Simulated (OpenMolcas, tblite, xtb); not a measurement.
## SnNH4F (SMILES [NH2][SnH2][F]): the HOMO–LUMO gap, rung by rung

SnNH4F: 7 atoms, total charge 0, spin state singlet. SMILES: `[NH2][SnH2][F]`. The shape is that of a PBE0-D4/def2-TZVP optimisation. This is one conformer, not always the lowest.

Quantity: the HOMO–LUMO gap, in eV. The values are calculated.

```csv
level,kind,program,value (eV),CPU time
GFN2-xTB,semi-empirical,tblite,4.44,under 2 s
GFN0-xTB,semi-empirical,xtb,5.95,under 2 s
HF/def2-SVP (core potential),Hartree–Fock,OpenMolcas,14.25,5.1 s
SVWN5/def2-SVP (core potential),LDA,OpenMolcas,5.15,17 s
PBE/def2-SVP (core potential),GGA,OpenMolcas,5.20,22 s
r2SCAN/def2-SVP (core potential),meta-GGA,OpenMolcas,5.87,27 s
M06-2X/def2-SVP (core potential),hybrid meta-GGA,OpenMolcas,9.82,24 s
B2PLYP/def2-SVP (core potential),double hybrid,OpenMolcas,10.05,14 s
```

The values span 4.44 to 14.25 eV. Orbital gaps aren't excitation energies, and those of double hybrids come from the SCF part alone; they tend to grow with the share of exact exchange. Times are those of the runs behind each value, whatever else they computed, on shared processors of several kinds: orders of magnitude only.
